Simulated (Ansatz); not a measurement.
Reaction (ligand exchange at the Al–C bond): `N/[C]([AlH2])=C\C=O` + `C=CCO` → `C=CC[O][AlH2]` + `N/C=C/C=O`

Program: Ansatz. Geometries: PBE0-D4/def2-TZVP. ΔE: electronic, gas phase. CCSD(T)/CBS adds triple-zeta CCSD(T) − MP2 to the extrapolated MP2 energy (def2 sets, frozen cores). Double bonds are as drawn, so ΔE can hold a change between cis and trans. Each species was taken in one conformer, which may not be the lowest.

`N/[C]([AlH2])=C\C=O`:

```xyz
12

N    -0.647    0.158   -1.398
C     0.119   -0.169   -0.329
Al    1.654   -1.374   -0.543
C    -0.078    0.280    0.949
C    -1.126    1.174    1.384
O    -1.280    1.558    2.524
H    -1.439    0.773   -1.335
H    -0.436   -0.210   -2.306
H     2.514   -1.732    0.731
H     1.951   -1.929   -2.002
H     0.602   -0.052    1.727
H    -1.834    1.524    0.599
```

`C=CCO`:

Cartesian coordinates in Å:
```
C -0.924 1.236 -0.180
C -0.236 0.178 -0.586
C 0.862 -0.457 0.199
O 0.611 -1.826 0.456
H -0.706 1.719 0.769
H -1.719 1.666 -0.778
H -0.473 -0.297 -1.535
H 1.029 0.104 1.129
H 1.796 -0.436 -0.370
H -0.241 -1.888 0.897
```

`C=CC[O][AlH2]`:

Z-matrix (Å, degrees):
```
C
C 1 1.493
O 1 1.404 2 110.8
H 1 1.098 2 109.5 3 -119.0
H 1 1.099 2 109.4 3 123.7
C 2 1.325 1 124.2 3 -126.2
H 2 1.088 1 115.4 3 53.5
Al 3 1.690 1 132.0 2 102.6
H 6 1.084 2 121.8 1 -179.3
H 6 1.086 2 121.3 1 0.4
H 8 1.585 3 118.7 1 6.5
H 8 1.577 3 116.2 1 -174.8
```

`N/C=C/C=O`:

Z-matrix (Å, degrees):
```
N
C 1 1.346
H 1 1.004 2 121.0
H 1 1.001 2 121.2 3 178.2
C 2 1.350 1 127.1 3 0.8
H 2 1.088 1 114.4 3 -179.3
C 5 1.440 2 119.2 1 179.8
H 5 1.085 2 122.3 1 -0.2
O 7 1.211 5 125.8 2 180.0
H 7 1.116 5 114.0 2 -0.0
```

```csv
species,CCSD(T)/def2-TZVPP energy (Eh)
`N/[C]([AlH2])=C\C=O`,-489.46498
`C=CCO`,-192.80799
`C=CC[O][AlH2]`,-435.44224
`N/C=C/C=O`,-246.88664
```

(1) Work out ΔE.

Largest T1 diagnostic among the species: 0.016.

Results:

(1) ΔE = (-435.44224) + (-246.88664) − (-489.46498) − (-192.80799) = -0.05591 Eh = -1.52 eV. CCSD(T)/CBS gives -1.52 eV.

In def2-TZVPP, CCSD(T) changes the Hartree–Fock value by +0.19 eV (the triples alone add +0.03 eV) and MP2 by +0.15 eV. From PBE to PBE0 (25 % exact exchange), in def2-TZVPP and without D4, ΔE moves by −0.03 eV.
